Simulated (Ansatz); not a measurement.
A nudged elastic band was laid between two geometries of BH₅SSi₂ (9 atoms, charge 0, multiplicity 1).

Method: RKS r2SCAN/STO-3G in Ansatz 0.2.0.

- movable images: 5
- climbing image: yes
- spring: 5.0 eV/Å²
- optimiser: quadratic models (default)
- start path: IDPP
- force threshold: 0.05 eV/Å
- iteration limit: 60
- end points: relaxed

Image 0:

```xyz
9
Properties=species:S:1:pos:R:3
S -1.265 1.204 -1.835
B -0.368 0.426 -0.588
Si 1.294 0.558 0.418
Si -0.200 -1.041 0.682
H -2.350 0.368 -1.910
H 1.442 1.590 1.423
H 2.554 0.295 -0.246
H -1.055 -1.062 1.851
H 0.036 -2.383 0.189
```

Image 6:

```xyz
9
Properties=species:S:1:pos:R:3
S -1.775 0.638 -1.689
B -0.592 0.159 -0.534
Si 1.116 0.488 0.343
Si -0.215 -1.210 0.799
H -1.182 1.770 -2.188
H 1.239 1.607 1.254
H 2.342 0.291 -0.402
H -0.977 -1.239 2.030
H 0.133 -2.548 0.370
```

Question: What changes between the two ends?

Answer: No bond is made or broken. The dihedral H5–S1–B2–Si4 goes from 1 to 180°. The two ends are copies of one structure, up to a mirror image or an exchange of like atoms.

Question: What energy profile does the band end with?

Answer: The forces met the threshold. The highest image is number 3 of 0 to 6, 29.5 kcal/mol above the ends, which have the same energy within 2 meV. A vibrational analysis at the climbing image gives one clearly imaginary mode, 731i cm⁻¹: a first-order saddle point. Limits of this set-up: minimal basis.

| image | path coordinate (Å) | energy (kcal/mol) | dihedral H5–S1–B2–Si4 (°) |
| --- | --- | --- | --- |
| 0 | 0.00 | 0.0 | 1 |
| 1 | 0.69 | 1.3 | -32 |
| 2 | 1.38 | 15.0 | -83 |
| 3 | 2.07 | 29.5 | -125 |
| 4 | 2.75 | 15.4 | -162 |
| 5 | 3.43 | 1.5 | 170 |
| 6 | 4.11 | 0.0 | 180 |

Question: What is the geometry of the highest image?

Answer: 
```xyz
9
Properties=species:S:1:pos:R:3:forces:R:3
S -1.900 1.296 -1.078 -0.01 0.01 0.00
B -0.509 0.213 -0.614 0.00 0.00 0.00
Si 1.224 0.565 0.122 0.00 0.00 0.00
Si -0.260 -1.051 0.803 0.01 0.00 0.00
H -1.902 0.768 -2.332 0.00 0.00 -0.01
H 1.644 1.835 0.683 0.00 0.00 0.00
H 2.382 -0.241 -0.203 0.00 0.00 0.00
H -1.132 -1.185 1.956 0.00 0.00 0.00
H 0.540 -2.247 0.645 0.00 0.00 0.00
```

Question: What are the harmonic wavenumbers there?

Answer: 731i, 117, 214, 360, 392, 495, 504, 523, 592, 681, 708, 807, 901, 1053, 1069, 1173, 2605, 2606, 2666, 2672, 2940 cm⁻¹.

The band took 12 iterations and roughly 3 core-minutes.

Run time: 3.2 min on 1 thread of Arm Neoverse V1 (shared host), peak memory 0.12 GiB.
